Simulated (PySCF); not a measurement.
# Electron correlation in Si⁺ (silicon, charge +1)

[Ne] 3s2 3p1, 2P determinant. Calculation: PySCF 2.14, in x2c-QZVPPall with one added diffuse shell each of s, p, d, f type (10s7p5d3f1g, 86 functions); scalar relativity by spin-free X2C-1e. Frozen: 1s2; 11 electrons correlated.

```csv
level,correlation energy (mhartree)
CCSD,-239.28
(T),-3.39
CCSD(T),-242.67
```

Diagnostics: T1 = 0.0093, D1 = 0.0358, largest double amplitude 0.097.

Task: Is a single reference adequate?

Result: Mostly. T1 lies below 0.03, but a double amplitude of this size points to a near-degeneracy that CCSD handles and MP2 describes poorly.

This basis was not built for core-valence correlation, so the inner-shell part is incomplete.
